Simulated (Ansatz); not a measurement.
Sn₂N₂H₆⁺, that is cyclo-(H2SnNH)2 with one electron fewer. Total charge 1; doublet. Geometry B3LYP-D4/def2-SVP, that of the neutral singlet; atoms count from 1.

```xyz
10

Sn   -0.2774   -0.3038    1.4917
H    -1.3761    0.4292    2.5983
H     0.6151   -1.5731    2.2647
N    -1.1094   -0.7345   -0.3503
Sn    0.2196    0.3662   -1.4873
H     1.3935   -0.5237   -2.4011
H    -0.5310    1.5686   -2.4671
N     0.8103    1.0529    0.3720
H    -1.5007   -1.6342   -0.6179
H     1.7562    1.3523    0.5970
```

In the def2 sets Sn takes a core potential; there is no spin–orbit coupling.

Estimate the Mulliken populations from the PBE0/def2-TZVP orbitals of Ansatz.


```json
{"atom": "Sn1", "charge (e)": "0.78", "spin (α − β)": "-0.04"}
{"atom": "H2", "charge (e)": "0.05", "spin (α − β)": "0.00"}
{"atom": "H3", "charge (e)": "0.04", "spin (α − β)": "-0.02"}
{"atom": "N4", "charge (e)": "-0.65", "spin (α − β)": "0.61"}
{"atom": "Sn5", "charge (e)": "0.78", "spin (α − β)": "-0.04"}
{"atom": "H6", "charge (e)": "0.04", "spin (α − β)": "-0.02"}
{"atom": "H7", "charge (e)": "0.05", "spin (α − β)": "0.00"}
{"atom": "N8", "charge (e)": "-0.66", "spin (α − β)": "0.57"}
{"atom": "H9", "charge (e)": "0.29", "spin (α − β)": "-0.02"}
{"atom": "H10", "charge (e)": "0.29", "spin (α − β)": "-0.02"}
```
Mulliken values and Mayer orders depend strongly on the basis.

Where does the spin sit?

Summed by element: Sn -0.09, H -0.09, N 1.18, of 1 unpaired in all. Largest on single atoms: N4 0.61, N8 0.57, Sn1 -0.04.

And the Mayer bond orders between bonded heavy atoms (over 0.3)?

Sn1–N4 0.77 (2.07 Å); Sn1–N8 0.79 (2.07 Å); N4–Sn5 0.77 (2.07 Å); Sn5–N8 0.79 (2.07 Å). Values over 0.3 also appear between atoms too far apart for a bond (N4–N8 0.30 at 2.72 Å); they arise where an orbital or an unpaired electron spreads over both atoms.
